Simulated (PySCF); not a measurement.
Species: C6H8BF2N.
SMILES: `C=N[C@]12C[C@](B(F)F)(C1)C2`

Torsions of this conformer, `[CH2:1]=[N:2][C@:3]12[CH2:4][C@:5]([B:6]([F:7])[F:8])([CH2:9]1)[CH2:10]2`: C1–N2–C3–C4 0°, C4–C5–B6–F7 -74°.

The closed-shell ground state was solved at several levels (PySCF, density fitting, gas phase, non-relativistic). One conformer (not necessarily the lowest) at the PBE0-D3(BJ)/def2-SVP geometry, without solvent, vibrations or thermal averaging.

| level | basis functions | total energy (Eh) | HOMO (eV) | LUMO (eV) | gap (eV) | dipole (D) |
| --- | --- | --- | --- | --- | --- | --- |
| KT3/pcSseg-1 | 210 | -520.1673 | -6.16 | -1.68 | 4.48 | 1.85 |
| PBE0/pcSseg-1 | 210 | -512.1566 | -7.45 | -0.64 | 6.81 | 2.03 |

Q: What might B3LYP/def2-SVPD (270 basis functions) give for the same quantities?

A: Total energy -512.4176 Eh, HOMO -7.27 eV, LUMO -1.02 eV, gap 6.25 eV, dipole 1.99 D.

Q: Over all these levels, which gives the widest orbital gap and which the narrowest?

A: PBE0/pcSseg-1 (global hybrid, 25 % exact exchange) has the widest, 6.81 eV, and KT3/pcSseg-1 (GGA) the narrowest, 4.48 eV. The two share the basis. From the narrowest to the widest the HOMO moves by -1.29 eV and the LUMO by +1.04 eV.

Q: How far do the dipole and the HOMO energy spread over the levels?

A: The dipole runs from 1.85 to 2.03 D (mean 1.96 D) and the HOMO from -7.45 to -6.16 eV.
